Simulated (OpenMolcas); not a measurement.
**Worked example: vertical energy of the triplet above the singlet of GeSiH4O (SMILES [SiH3][O][GeH])**

GeSiH4O: 7 atoms, total charge 0, spin state singlet. SMILES: `[SiH3][O][GeH]`. The coordinates come from a PBE0-D4/def2-TZVP relaxation. This is one conformer, not always the lowest.

Both states at this one shape; open shells run unrestricted unless said. 1 Eh = 27.2114 eV.

```tsv
level	program	singlet GeSiH4O (Eh)	triplet GeSiH4O (Eh)
HF/STO-3G	OpenMolcas	-2413.505548	-2413.444222
HF/def2-SVP	OpenMolcas	-2441.104277	-2441.049939
BLYP/def2-SVP	OpenMolcas	-2443.769029	-2443.691149
r2SCAN/def2-SVP	OpenMolcas	-2443.656554	-2443.589648
```

Work out the vertical gap, second state less first, at each level.


1. HF/STO-3G: -2413.444222 − (-2413.505548) = 0.061326 Eh = 1.67 eV.
2. HF/def2-SVP: -2441.049939 − (-2441.104277) = 0.054338 Eh = 1.48 eV.
3. BLYP/def2-SVP: -2443.691149 − (-2443.769029) = 0.077880 Eh = 2.12 eV.
4. r2SCAN/def2-SVP: -2443.589648 − (-2443.656554) = 0.066906 Eh = 1.82 eV.

No measured value is set beside it here; the levels span 1.48 to 2.12 eV. Hartree–Fock favours the state with fewer electron pairs, since it lacks pair correlation. Minimal sets are far from the basis-set limit. All-electron rows are non-relativistic unless named.
